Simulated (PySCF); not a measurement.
In(CF3)(OH)2 (CH2F3InO2), SMILES [OH][In]([OH])[C](F)(F)F.

Geometry: B3LYP-D3(BJ)/def2-SVP. The def2 effective core potentials stand for the cores of In; spin–orbit coupling is left out. Other conformers were not sampled.

These are TDDFT-M06-2X/def2-SVPD run with PySCF 2.14.0 values and carry that method's errors.

Vertical excitations. Gas-phase values at a fixed geometry.

Q: List the lowest excited states. (The exact figures need the calculation; the answer reports its results.)

A: 
| state | energy (eV) | λ (nm) | f | main pairs |
|---|---|---|---|---|
| S1 | 5.58 | 222 | 0.000 | HOMO−1→LUMO 87 % |
| S2 | 6.09 | 204 | 0.049 | HOMO−2→LUMO 78 % |
| S3 | 6.21 | 200 | 0.045 | HOMO→LUMO+1 38 %, HOMO−1→LUMO+1 22 %, HOMO−3→LUMO 18 %, HOMO→LUMO 16 % |
| S4 | 6.23 | 199 | 0.026 | HOMO→LUMO+1 55 %, HOMO−1→LUMO+1 21 %, HOMO−3→LUMO 14 % |
| S5 | 6.44 | 192 | 0.137 | HOMO→LUMO 55 %, HOMO−2→LUMO+1 16 %, HOMO−1→LUMO+1 9 % |
| S6 | 6.72 | 185 | 0.000 | HOMO−3→LUMO+1 89 % |
| S7 | 7.18 | 173 | 0.207 | HOMO−2→LUMO+1 25 %, HOMO−1→LUMO+1 25 %, HOMO−3→LUMO 20 %, HOMO→LUMO 13 % |
| S8 | 7.30 | 170 | 0.211 | HOMO−2→LUMO+1 37 %, HOMO−3→LUMO 27 %, HOMO−1→LUMO+1 18 %, HOMO→LUMO 11 % |
| S9 | 7.95 | 156 | 0.028 | HOMO→LUMO+2 43 %, HOMO−4→LUMO 34 % |
| S10 | 8.09 | 153 | 0.008 | HOMO−1→LUMO+2 60 %, HOMO−2→LUMO+2 18 % |
| T1 | 5.03 | 246 | 0 | HOMO→LUMO 86 % |
| T2 | 5.24 | 237 | 0 | HOMO−1→LUMO 83 % |
| T3 | 5.64 | 220 | 0 | HOMO−2→LUMO 66 % |
| T4 | 5.64 | 220 | 0 | HOMO−3→LUMO 64 % |
Triplets are in the Tamm–Dancoff approximation, which puts them higher than full response would, so one can lie above its singlet here.
